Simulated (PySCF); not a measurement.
SeBr₂, SMILES Br[Se]Br. Geometry optimised at PBE-D3(BJ)/def2-SVP.

Computed equilibrium geometry at PBE-D3(BJ)/def2-SVP (PySCF confirms it by a frequency run) as bond lengths and angles, and its point group:
point group C2v.
Atoms: Se1 Br2 Br3. Bonded distances (Å): Se1–Br2 2.344, Se1–Br3 2.344. Angles (°): Br2–Se1–Br3 104.2.
Charge 0, spin multiplicity 1.
